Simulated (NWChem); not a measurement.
C₃H₅Br; SMILES C=C(C)Br

```xyz
9

C      1.3099    -1.5286     0.0000
C      0.1130    -0.9438     0.0000
C     -1.2111    -1.6282     0.0000
Br     0.0004     0.9567     0.0000
H      2.2390    -0.9569     0.0000
H      1.3736    -2.6205     0.0000
H     -1.8000    -1.3434     0.8859
H     -1.0766    -2.7196     0.0000
H     -1.8000    -1.3434    -0.8859
```
Atoms are numbered in this order, from 1.

Program: NWChem. All runs use the structure optimised with PBE0/def2-SVP. Level: PBE0/def2-SVP with SMD (1 M gas to 1 M solution), gas-phase geometry.

**Question.** What does the run give for solvent water? Quantities: solvation free energy (kcal/mol); cavity-dispersion-structure term (kcal/mol); dipole in solution (D).

**Answer.** 
```json
{
  "solvation free energy (kcal/mol)": "0.0",
  "cavity-dispersion-structure term (kcal/mol)": "2.4",
  "dipole in solution (D)": "2.07"
}
```
